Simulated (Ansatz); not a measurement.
Stepwise reaction of `[F][Ga]([F])[Br]` with hydrogen, as a gas-phase model of exchange steps in deposition or etching. ΔE in kJ/mol; ΔG adds harmonic PBE0-D4 terms to CCSD(T)/CBS, at 1 bar.

Isolated molecules relaxed with PBE0-D4/def2-TZVP in Ansatz; ΔE leaves out vibrations. CCSD(T)/CBS adds triple-zeta CCSD(T) − MP2 to the extrapolated MP2 energy (def2 sets, frozen cores). This one scheme is used for every species. Functionals use def2-TZVPP. B3LYP here is the variant with VWN-RPA as its local correlation; programs differ in this. For Br, Ga outer-core shells are correlated without core-valence functions, which leaves a few kJ/mol of doubt a bond. Scalar relativity is left out up to krypton.

```tsv
step	reaction	PBE-D4	B3LYP-D4	ωB97M-V	CCSD(T)/CBS	ΔG(600 K)
1	`[F][Ga]([F])[Br]` + H₂ → `[F][GaH][Br]` + H–F	43.0	46.1	44.1	41.5	35.6
2	`[F][GaH][Br]` + H₂ → `[GaH2][Br]` + H–F	70.2	73.0	70.0	66.6	67.8
```

(1) By hand: ΔE of the 2 steps together at CCSD(T)/CBS.

## Answers

(1) (41.5) + (66.6) = 108.1 kJ/mol, or 54.0 kJ/mol a step.

In ΔE each step is higher than the one before. All are uphill at CCSD(T)/CBS. ΔG lies between 35.6 and 67.8 kJ/mol a step. PBE-D4 differs from CCSD(T)/CBS by 1.5 to 3.6 kJ/mol a step. Isolated molecules leave out the surface, adducts and barriers. Largest T1 diagnostic: 0.012.
